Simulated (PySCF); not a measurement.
Sn(Cl)(NMe2) (C₂H₆ClNSn), SMILES C[N](C)[Sn][Cl] (connectivity only; charge and spin as stated), neutral, multiplicity 1. Atoms are numbered in the order given.

```xyz
11

Sn     0.7435    -0.3150     0.0000
Cl    -1.1010    -1.9052     0.0000
N     -0.4255     1.3855     0.0000
C      0.2218     2.6804     0.0000
C     -1.8702     1.4605     0.0000
H     -0.0555     3.2797    -0.8905
H     -0.0555     3.2797     0.8905
H      1.3208     2.5764     0.0000
H     -2.2444     2.0042     0.8908
H     -2.2444     2.0042    -0.8908
H     -2.3073     0.4528     0.0000
```

Geometry: B3LYP-D3(BJ)/def2-SVP. The def2 effective core potentials stand for the cores of Sn; spin–orbit coupling is left out. The values are those of a single conformer.

Level of theory: r2SCAN/def2-TZVP in PySCF.

Symmetry labels are those of the subgroup Cs that the program uses (full group Cs).

Computed valence orbital energies around the gap with their symmetry:
```
orbital  symmetry  energy (eV)
-------  --------  -----------
HOMO−7         A'       -10.66
HOMO−6         A"        -9.90
HOMO−5         A'        -9.46
HOMO−4         A'        -8.33
HOMO−3         A"        -7.55
HOMO−2         A'        -7.39
HOMO−1         A'        -6.71
HOMO           A"        -5.67
LUMO           A"        -2.76
LUMO+1         A'        -1.01
LUMO+2         A'         0.03
LUMO+3         A'         1.29
```
